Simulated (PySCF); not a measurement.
Radial density of O²⁺ (oxygen, charge +2)

M06-L, [He] 2s2 2p2, high-spin 3P determinant. All numbers are calculated (PySCF 2.14, the spin-free X2C one-electron Hamiltonian (Gaussian nucleus), in aug-cc-pVDZ-DK).

```csv
r (bohr),4πr²ρ (e/bohr),4πr²(ρα − ρβ)
0.00418,0.06755,0.0001
0.00704,0.1818,0.0002
0.0118,0.4681,0.0004
0.0199,1.155,0.0011
0.0335,2.616,0.0028
0.0563,5.141,0.0080
0.0947,7.916,0.0289
0.159,8.201,0.1319
0.268,4.736,0.5130
0.451,2.760,1.3305
0.758,3.979,1.9654
1.28,2.351,1.0808
2.15,0.2530,0.1005
3.61,0.003178,0.0027
6.07,0.0001220,0.0001
```

Densities and radii are taken from the X2C orbitals without a picture-change correction, which distorts them close to the nucleus.
